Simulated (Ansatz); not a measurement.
`CC[O][SnH]([CH3])[F]` → 3 C• + F• + 9 H• + O• + Sn•  (atomization)

Calculated with Ansatz (gas phase, PBE0-D4/def2-TZVP geometries, no zero-point term in ΔE). CBS: MP2 limit from def2 TZ/QZ plus the TZ coupled-cluster correction, frozen cores. This one scheme is used for every species, atoms too. DFT in def2-TZVPP. No spin–orbit coupling; open shells (•) take unrestricted orbitals. Spin–orbit coupling would lower the free atoms: a little for C, F, O; strongly for Sn. Elements past krypton have def2 core potentials. For Sn outer-core shells are correlated without core-valence functions, so the limit isn't a true one: a few kJ/mol of doubt a bond, and 10 to 20 or more in all where bonds break to atoms. Each species was taken in one conformer, which may not be the lowest.

(1) What is ΔE at CCSD(T)/CBS? (Estimate.)

(2) What do these levels give: B2PLYP, r2SCAN, HF/def2-TZVPP, MP2/def2-TZVPP, HF/def2-QZVPP, HF/CBS(def2)? (Estimate.)

Largest T1 diagnostic among the species: 0.013.

Results:

(1) Computed: +1313.9 kcal/mol.

(2) Computed: B2PLYP 1291.5, r2SCAN 1306.3, HF/def2-TZVPP 951.2, MP2/def2-TZVPP 1293.5, HF/def2-QZVPP 954.0, HF/CBS(def2) 954.4 kcal/mol.

In def2-TZVPP, CCSD(T) changes the Hartree–Fock value by +327.8 kcal/mol (the triples alone add +18.6 kcal/mol) and MP2 by +342.3 kcal/mol; breaking electron pairs costs correlation energy, which Hartree–Fock lacks. From PBE to PBE0 (25 % exact exchange), in def2-TZVPP and without D4, ΔE moves by −22.6 kcal/mol: exact exchange takes away binding that semilocal exchange gives to molecules.

For atomizations the MP2-based limit and the directly extrapolated one differ by several kJ/mol either way, and by 10 to 25 for some Ge, Se and Sn compounds, so smaller differences from it don't rank the levels.
